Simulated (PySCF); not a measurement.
# C6H9O2: g tensor and hyperfine couplings

C6H9O2 (doublet state).
Cartesian coordinates in Å at the GFN2-xTB level; atoms count from 1:
```xyz
17
C6H9O2 angstrom
C      2.1668    0.0511   -0.8799
C      1.6952   -0.7026    0.2883
C      0.5333   -0.3962    1.0396
O      0.1290   -1.0994    1.9647
C     -0.2766    0.8363    0.6133
C     -1.1782    0.3426   -0.4962
C     -2.4671   -0.2474   -0.0100
O     -0.8444    0.3729   -1.6569
H      1.3513    0.1735   -1.6025
H      3.0074   -0.4436   -1.3576
H      2.4700    1.0646   -0.6019
H      2.2360   -1.5841    0.6017
H      0.3783    1.6265    0.2547
H     -0.8649    1.1701    1.4655
H     -3.1070    0.5462    0.3720
H     -2.2557   -0.9319    0.8104
H     -2.9803   -0.7667   -0.8149
```

The hyperfine couplings belong to this conformer and change with its torsions.

As a line formula: `C[CH]C(=O)CC(C)=O` [radical].

Theory: PySCF, UKS B3LYP, pcH-1 on C H O, non-relativistic, mean-field spin-orbit, GIAO. The structure is a single GFN2-xTB conformer in the gas phase; no vibrational or solvent corrections. The geometry wasn't refined by DFT: couplings that depend on bond lengths, twists or pyramidal angles can differ widely from those at the functional's own minimum. The SCF solution wasn't tested for stability.

```json
{
  "g1, g2, g3": "2.00224, 2.00431, 2.00769",
  "g_iso": "2.00475",
  "Form of g": "rhombic: the two nearest values differ by 38 % of g3 − g1",
  "⟨S²⟩": "0.7624 (exact 0.7500)",
  "α and β electrons": "31, 30",
  "HOMO–LUMO gap, α and β orbitals": "5.53, 3.49 eV"
}
```

Isotropic coupling and dipolar principal values T1 to T3, in mT (MHz turned into mT with g_iso):

```json
{"atom": "C1", "isotope": "13C", "a_iso": "-0.91", "T1": "-0.12", "T2": "0.00", "T3": "0.12", "Mulliken spin population": "-0.06"}
{"atom": "C2", "isotope": "13C", "a_iso": "2.23", "T1": "-2.19", "T2": "-2.19", "T3": "4.38", "Mulliken spin population": "0.78"}
{"atom": "C3", "isotope": "13C", "a_iso": "-1.39", "T1": "-0.36", "T2": "0.07", "T3": "0.29", "Mulliken spin population": "-0.09"}
{"atom": "O4", "isotope": "17O", "a_iso": "-0.74", "T1": "-3.42", "T2": "1.71", "T3": "1.71", "Mulliken spin population": "0.31"}
{"atom": "C5", "isotope": "13C", "a_iso": "-0.08", "T1": "-0.03", "T2": "-0.01", "T3": "0.04", "Mulliken spin population": "0.00"}
{"atom": "C6", "isotope": "13C", "a_iso": "-0.06", "T1": "-0.02", "T2": "0.00", "T3": "0.02", "Mulliken spin population": "0.00"}
{"atom": "C7", "isotope": "13C", "a_iso": "0.10", "T1": "-0.02", "T2": "-0.01", "T3": "0.03", "Mulliken spin population": "0.00"}
{"atom": "O8", "isotope": "17O", "a_iso": "-0.04", "T1": "-0.11", "T2": "0.04", "T3": "0.07", "Mulliken spin population": "0.01"}
{"atom": "H9", "isotope": "1H", "a_iso": "3.65", "T1": "-0.19", "T2": "-0.09", "T3": "0.28", "Mulliken spin population": "0.04"}
{"atom": "H10", "isotope": "1H", "a_iso": "0.07", "T1": "-0.13", "T2": "-0.11", "T3": "0.24", "Mulliken spin population": "0.00"}
{"atom": "H11", "isotope": "1H", "a_iso": "4.12", "T1": "-0.17", "T2": "-0.10", "T3": "0.27", "Mulliken spin population": "0.05"}
{"atom": "H12", "isotope": "1H", "a_iso": "-1.76", "T1": "-0.98", "T2": "-0.08", "T3": "1.06", "Mulliken spin population": "-0.03"}
{"atom": "H13", "isotope": "1H", "a_iso": "0.02", "T1": "-0.10", "T2": "-0.08", "T3": "0.17", "Mulliken spin population": "0.00"}
{"atom": "H14", "isotope": "1H", "a_iso": "-0.04", "T1": "-0.07", "T2": "-0.04", "T3": "0.12", "Mulliken spin population": "0.00"}
{"atom": "H15", "isotope": "1H", "a_iso": "-0.03", "T1": "-0.03", "T2": "-0.02", "T3": "0.05", "Mulliken spin population": "0.00"}
{"atom": "H16", "isotope": "1H", "a_iso": "-0.01", "T1": "-0.07", "T2": "-0.04", "T3": "0.11", "Mulliken spin population": "0.00"}
{"atom": "H17", "isotope": "1H", "a_iso": "0.02", "T1": "-0.03", "T2": "-0.02", "T3": "0.05", "Mulliken spin population": "0.00"}
```

Largest spin populations (Mulliken): C2 (+0.78), O4 (+0.31), C3 (-0.09) and C1 (-0.06). The angles at C2 add up to 360.0°, so it is planar; its axial dipolar tensor and the negative coupling of its proton fit spin in a p orbital normal to that plane.

Axes: g3 points within 11° of the C1–C2 bond.

Under fast tumbling the dipolar parts average out, and these isotropic splittings remain: 3 × 1H (H9/H10/H11, I = 1/2, 4 lines) with 2.61 mT and 1 × 1H (H12, I = 1/2, 2 lines) with 1.76 mT.

Class means assume fast exchange of nuclei equivalent by connectivity; if that motion is slow, each nucleus keeps its own coupling. The three 1H nuclei of mean +73.4 MHz run from 2.0 to 115.6 MHz in the frozen geometry.

The 17O coupling of O4 (-20.9 MHz) shows only in satellite lines or after enrichment, since that isotope makes up about 0.038 % of natural oxygen.

The 13C coupling of C2 (62.6 MHz) shows only in satellite lines or after enrichment, since that isotope makes up about 1.07 % of natural carbon.

Time: 95 s of wall time (grids of density and orbitals included); peak memory 1.1 GiB. Hardware: an Arm Neoverse V1 with one thread (shared host).
